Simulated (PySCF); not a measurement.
A structure optimised at B3LYP-D3(BJ)/def2-SVP, used in a PySCF frequency run:

```xyz
15

C     -0.5496    -3.1563     0.0000
C      0.7907    -2.8787     0.0000
O      0.9931    -1.5373     0.0000
C     -0.2306    -0.9373     0.0000
C     -0.2792     0.5057     0.0000
N     -1.3850     1.2055     0.0000
C     -1.1213     2.5456     0.0000
C      0.2060     2.8947     0.0000
S      1.1924     1.4725     0.0000
C     -1.2191    -1.8927     0.0000
H     -1.0050    -4.1440     0.0000
H      1.6839    -3.4971     0.0000
H     -1.9482     3.2581     0.0000
H      0.6462     3.8897     0.0000
H     -2.2869    -1.6921     0.0000
```
Charge 0, spin multiplicity 1.

Write its SMILES, formula and point group.

c1coc(-c2nccs2)c1, C7H5NOS, Cs

What are its rotational constants (standard atomic weights)?

3.4207, 0.78911, 0.64120 GHz
